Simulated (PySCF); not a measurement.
SMILES C(C=C)Br (C₃H₅Br) (CAM-B3LYP/def2-SVP optimised geometry):

```
9

C      0.930    -1.172    -0.975
C      0.188    -0.653     0.000
C     -1.301    -0.653     0.000
Br    -2.021     1.172     0.000
H      0.475    -1.623    -1.862
H      2.021    -1.167    -0.923
H      0.669    -0.198     0.872
H     -1.713    -1.118     0.904
H     -1.714    -1.150    -0.885
```

Calculation: CAM-B3LYP/def2-TZVP (PySCF).

Question: What are the frontier orbital energies and the dipole moment?

Answer: HOMO-2 -9.55 eV, HOMO-1 -9.27 eV, HOMO -9.06 eV, LUMO 0.36 eV, LUMO+1 1.75 eV; dipole moment 1.99 D.

On the same geometry PBE/def2-TZVP (PySCF 2.14.0) gives HOMO-2 -7.00 eV, HOMO-1 -6.61 eV, HOMO -6.56 eV, LUMO -1.77 eV, LUMO+1 -0.36 eV; dipole moment 1.90 D.

Meta-Löwdin charges at CAM-B3LYP/def2-TZVP: C1 -0.24, C2 -0.09, C3 -0.18, Br4 -0.11, H5 0.12, H6 0.13, H7 0.12, H8 0.14, H9 0.13.
